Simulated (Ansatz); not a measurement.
```xyz
7

S     0.0559    0.0463   -0.0247
F     1.5533   -0.0352   -0.0220
F    -1.5467   -0.0365    0.0405
F    -0.0420    1.5964    0.0355
F    -0.0464   -1.6149    0.0045
F     0.0243    0.0330    1.5588
F     0.0477    0.0092   -1.6494
```

Basis set: 6-31G (spherical functions). Left uncorrelated: 11 orbitals. Charge 0, multiplicity 1.

Computed with Ansatz (development build ahead of 0.2.0); each method stands on the lowest determinant of its kind that the runs found. Restricted open shells among the atoms or ions are ROHF, correlated in semicanonical orbitals with singles.

Problem. Give the atomization energy at this shape (free ground-state atoms in the same class of orbitals less the molecule, no zero-point energy) of singlet SF₆ by RHF-MP2, RHF.

Solution.

```tsv
method	atomization energy
RHF-MP2	150.55 kcal/mol
RHF	-67.49 kcal/mol
```

Caution for RHF: the molecule lies well above its atoms at this level.

This basis has no polarisation functions and is too small for such energies, which can lie far from measured ones in either direction.
